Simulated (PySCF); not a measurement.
## Correlation energy of Ag (silver, neutral)

[Kr] 4d9 5s2, 2D determinant (an excited configuration). All numbers are calculated (PySCF 2.14, scalar relativity by spin-free X2C-1e, in x2c-QZVPPall with one added diffuse shell each of s, p, d, f, g type (14s9p8d5f3g, 143 functions)). Frozen: [Kr]; 11 electrons correlated.

MP2 pair energies summed by pair of shells (mhartree):

```
 pair   energy  share (%)
4d-4d  -294.06       74.9
4d-5s   -76.89       19.6
5s-5s   -21.51        5.5
```

Total MP2 correlation energy: -392.45 mhartree.

Same-spin part -136.31 and opposite-spin part -256.14 mhartree; SCS-MP2 scales them by 1/3 and 6/5 to -352.81 mhartree.
